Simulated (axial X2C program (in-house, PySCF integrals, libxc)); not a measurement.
# NWN⁺: properties at the nuclei

Calculated with an axial X2C code built on PySCF integrals: two-component X2C with atomic mean-field Coulomb and Gaunt terms, Gaussian nuclei, basis N dyall-av3z, W dyall-v3z with contracted cores.

N–W–N held linear, with bonds 1.847 and 1.847 Å (near the PBE0 minimum at charge 1 of the determinant lowest at the starting distance; the state shown can have its own minimum elsewhere, held linear; other orders of the atoms were not compared).

Determinant lowest in the PBE0 search, Ω = 1/2 (⟨Sz⟩ = 0.50, ⟨Lz⟩ = 0.00 at PBE0), spin on the atoms N 0.99, W -1.49, N 0.99:

| level | A∥/gI N (MHz) | qzz N (a.u.) | A∥/gI W (MHz) | qzz W (a.u.) |
| --- | --- | --- | --- | --- |
| PBE0 | 61.7 | -0.49 | 7530 | -9.66 |
| HF | 441 | -0.07 | 5180 | -11.05 |
| BHandHLYP | 125 | -0.47 | 8350 | -9.42 |

A∥ (defined per Ω) follows by multiplying with gI = μI/(I μN); qzz is the electric field gradient, eQq0 = 234.96 MHz × Q/barn × qzz. The operators were transformed with the bare-nucleus X2C matrices; with these basis sets, hyperfine constants and field gradients can be off by tens of per cent, and where levels differ in sign neither size nor sign is settled.

With gI(183W) = 0.2356 (g factors from the IAEA table of nuclear moments by Stone), turn the PBE0 values of the first state into constants in MHz.

A∥(183W) = 7530 × 0.2356 = 1770 MHz.

The molecule was held linear; bending was not examined, so a bent shape may lie lower.

Each state is one determinant with collinear spin, which with several unpaired electrons need not be a pure state. Unrestricted Hartree–Fock can overshoot spin polarisation at the nuclei. With several open shells hyperfine constants can be off by a factor of several. In the state Ω = 1/2 the atomic spins oppose each other (0.99, -1.49, 0.99): a broken-symmetry determinant whose values are not spin-projected. States lie within half an eV, so the first need not be the ground state. Further determinants of the search, some of them spin-mixed, are not shown. Where a field gradient or hyperfine factor spreads by more than a factor of two over the levels, a constant derived from it is not to be relied on.
